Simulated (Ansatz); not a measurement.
Ansatz (a program for electronic structure) input file for Li(Me) (CH₃Li), SMILES [Li][CH3], PBE-D3(BJ)/def2-TZVPD. 

Ansatz 0.2 input:
```yaml
crystal:
  periodic: [false, false, false]
  atoms:
    - {symbol: Li, position_ang: [-0.00000000, 0.00000000, -1.58177216]}
    - {symbol: C, position_ang: [-0.00000000, 0.00000000, 0.38700602]}
    - {symbol: H, position_ang: [0.87823856, 0.50705127, 0.80776012]}
    - {symbol: H, position_ang: [0.00000001, -1.01410254, 0.80776012]}
    - {symbol: H, position_ang: [-0.87823856, 0.50705127, 0.80776012]}
basis:
  gaussian:
    orbitals: def2-TZVPD
hamiltonian:
  xc: pbe
  dispersion: d3bj
relax: {f_tol: 0.002, max_steps: 200}
```

It prints:

```
WARN ansatz: RAYON_NUM_THREADS=1 ignored (pool sized by the plan → 1); use --threads N
Functional definition: PBE
integrals: 0.01 GiB planned
492 factors; their error is unknown
mean field: 0.15 GiB planned
mean field evaluation 1: about -1275.3415 eV, gradient 7.1e1 eV
mean field evaluation 2: about -1228.9347 eV, gradient 1.1e2 eV
mean field evaluation 4: about -1287.7713 eV, gradient 2.2e0 eV
mean field evaluation 8: about -1287.7877 eV, gradient 2.7e-2 eV
mean field evaluation 16: about -1287.7747 eV, gradient 1.9e-6 eV
mean field -1287.77466052 eV, -47.3248458890 hartree, gradient 2.1e-6 eV, S^2 0.000000; 0 other end points of the search recorded, 0 dependent functions left out
the calculation of the forces begins
reference -1287.77471289 eV, -47.3248478138 hartree; 6, 6 occupied and 75, 75 virtual orbitals, 492 factors
relax step   1: F+E_penalty+E_count = -1287.82123639 eV  Δ(F+E_penalty+E_count) = +0.000e0 eV  max|allowed force component| = 2.346e-1 eV/Å  Δτ_max = 0.0000 Å  (28 SCF iters, accepted)
these checks for a lower state are left out or cut short: starts, cluster_reference, orbital_swaps, neighbouring_geometries, increment
integrals: 0.01 GiB planned
492 factors; their error is unknown
mean field: 0.15 GiB planned
mean field -1287.77728124 eV, -47.3249421987 hartree, gradient 1.3e-5 eV, S^2 0.000000; 0 other end points of the search recorded, 0 dependent functions left out
the calculation of the forces begins
reference -1287.77733370 eV, -47.3249441267 hartree; 6, 6 occupied and 75, 75 virtual orbitals, 492 factors
relax step   2: F+E_penalty+E_count = -1287.82383555 eV  Δ(F+E_penalty+E_count) = -2.599e-3 eV  max|allowed force component| = 9.900e-2 eV/Å  Δτ_max = 0.0052 Å  (30 SCF iters, accepted)
these checks for a lower state are left out or cut short: starts, cluster_reference, orbital_swaps, neighbouring_geometries, increment
integrals: 0.01 GiB planned
492 factors; their error is unknown
mean field: 0.15 GiB planned
mean field evaluation 32: about -1287.7776 eV, gradient 1.3e-5 eV
mean field -1287.77761635 eV, -47.3249545140 hartree, gradient 1.3e-5 eV, S^2 0.000000; 0 other end points of the search recorded, 0 dependent functions left out
the calculation of the forces begins
reference -1287.77766890 eV, -47.3249564450 hartree; 6, 6 occupied and 75, 75 virtual orbitals, 492 factors
relax step   3: F+E_penalty+E_count = -1287.82415958 eV  Δ(F+E_penalty+E_count) = -3.240e-4 eV  max|allowed force component| = 1.957e-2 eV/Å  Δτ_max = 0.0027 Å  (29 SCF iters, accepted)
these checks for a lower state are left out or cut short: starts, cluster_reference, orbital_swaps, neighbouring_geometries, increment
integrals: 0.01 GiB planned
492 factors; their error is unknown
mean field: 0.15 GiB planned
mean field -1287.77762570 eV, -47.3249548575 hartree, gradient 1.3e-5 eV, S^2 0.000000; 0 other end points of the search recorded, 0 dependent functions left out
the calculation of the forces begins
reference -1287.77767828 eV, -47.3249567899 hartree; 6, 6 occupied and 75, 75 virtual orbitals, 492 factors
relax step   4: F+E_penalty+E_count = -1287.82417000 eV  Δ(F+E_penalty+E_count) = -1.041e-5 eV  max|allowed force component| = 5.708e-3 eV/Å  Δτ_max = 0.0012 Å  (31 SCF iters, accepted)
these checks for a lower state are left out or cut short: starts, cluster_reference, orbital_swaps, neighbouring_geometries, increment
integrals: 0.01 GiB planned
492 factors; their error is unknown
mean field: 0.15 GiB planned
mean field -1287.77762835 eV, -47.3249549549 hartree, gradient 1.3e-5 eV, S^2 0.000000; 0 other end points of the search recorded, 0 dependent functions left out
the calculation of the forces begins
reference -1287.77768093 eV, -47.3249568871 hartree; 6, 6 occupied and 75, 75 virtual orbitals, 492 factors
relax step   5: F+E_penalty+E_count = -1287.82417209 eV  Δ(F+E_penalty+E_count) = -2.092e-6 eV  max|allowed force component| = 6.334e-5 eV/Å  Δτ_max = 0.0003 Å  (32 SCF iters, accepted)
integrals: 0.01 GiB planned
492 factors; their error is unknown
mean field: 0.15 GiB planned
mean field evaluation 64: about -1287.7904 eV, gradient 2.0e-1 eV
mean field -1287.77762835 eV, -47.3249549549 hartree, gradient 1.3e-5 eV, S^2 0.000000; 1 other end points of the search recorded, 0 dependent functions left out
the calculation of the forces begins
reference -1287.77768093 eV, -47.3249568871 hartree; 6, 6 occupied and 75, 75 virtual orbitals, 492 factors
Total energy: -1287.82422467 eV, -47.3266673379 hartree
Atom 0 at    -0.000006    -0.000004    -1.589181 Å, force    -0.000000    -0.000000    -0.000063 eV/Å
Atom 1 at     0.000005     0.000003     0.384110 Å, force     0.000000     0.000000     0.000061 eV/Å
Atom 2 at     0.883391     0.510026     0.811205 Å, force    -0.000019    -0.000011     0.000001 eV/Å
Atom 3 at     0.000001    -1.020052     0.811190 Å, force    -0.000000     0.000023     0.000001 eV/Å
Atom 4 at    -0.883390     0.510026     0.811190 Å, force     0.000019    -0.000011     0.000001 eV/Å
Dipole moment:    -0.000012    -0.000007    -1.131315 e Å
```

The run converged.

Cost: very roughly 7 core-seconds.
